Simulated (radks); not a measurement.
Values are calculated unless marked as measured or tabulated.
Question: These are the eigenvalues of the occupied orbitals of an atom or ion with whole-number occupations (hartree). Code: a radial shooting solver on a logarithmic mesh with Libxc functionals. Model: scalar-relativistic Kohn-Sham, LDA (Slater exchange, VWN5 correlation), spin-polarised, spherical densities, finite nucleus; Fermi nuclear charge, rms radius of each element as measured or else 0.836 A^(1/3) + 0.57 fm.

1s down: -2472.829
1s up: -2472.829
2s up: -424.9245
2s down: -424.9210
2p up: -372.6306
2p down: -372.6277
3s up: -97.31797
3s down: -97.31674
3p up: -81.75723
3p down: -81.75589
3d up: -63.53565
3d down: -63.53335
4s up: -19.81015
4s down: -19.80712
4p up: -14.70098
4p down: -14.69790
4d up: -8.15232
4d down: -8.14838
5s up: -2.69798
5s down: -2.66251
5p up: -1.46899
5p down: -1.42194
4f up: -0.91275
4f down: -0.90325
6s up: -0.22117
6s down: -0.18215
5d up: -0.15959

Which element is it, and in what charge state? The configuration may be excited. Open shells, if any, are filled with parallel spins first.

Answer: Z = 73, tantalum, charge 0: Ta in [Xe] 4f14 5d3 6s2. The list shows which subshells hold electrons but not how many an open one holds; the 1s level, -2472.8 hartree, gives Z - s = 70.3 by -(Z - s)^2/2, which with screening and relativity narrows Z to a few neighbours, and the depths of the outer levels then fix element, charge and occupations together.
